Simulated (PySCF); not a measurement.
# Vibration and rotation of TaI

M06-L constants of TaI, quintet, unpaired electrons σ ↑, π ↑, δ ↑↑ (basis Ta def2-TZVPP with ECP60, I def2-TZVPP with ECP28; scalar-relativistic core potentials; PySCF 2.14; masses 180.9480 and 126.9045 u):

| Item | Value |
| --- | --- |
| ωe | 188.6 cm⁻¹ |
| ωexe | 0.372 cm⁻¹ |
| Be | 0.031861 cm⁻¹ |
| αe | 8.15e-05 cm⁻¹ |

Question: What force constant and bond length do these constants imply?

Answer: Reduced mass μred = 74.591 u; k = 5.8918×10⁻⁷·μred·ωe² (u, cm⁻¹, mdyn/Å) = 1.56 mdyn/Å; Re = √(16.8576/(μred·Be)) (u, cm⁻¹, Å) = 2.663 Å.

Question: Estimate the centrifugal constant D from the Kratzer relation and find the Dunham coefficient a1.

Answer: D = 4Be³/ωe² = 3.64e-09 cm⁻¹; a1 = −1 − αeωe/(6Be²) = -3.52.

De is left out where the level can put another filling of the metal’s s and d shells below the measured ground configuration, by anything from nothing to about 1 eV. These are scalar-relativistic numbers at best; spin–orbit coupling would shift them, the dissociation energy most. Counting both spins, an empty level lies below a filled one in this solution, because spin and occupation are held. The state is the lowest single determinant that the PBE0 search found; with open d or f shells the true ground state can be another one.
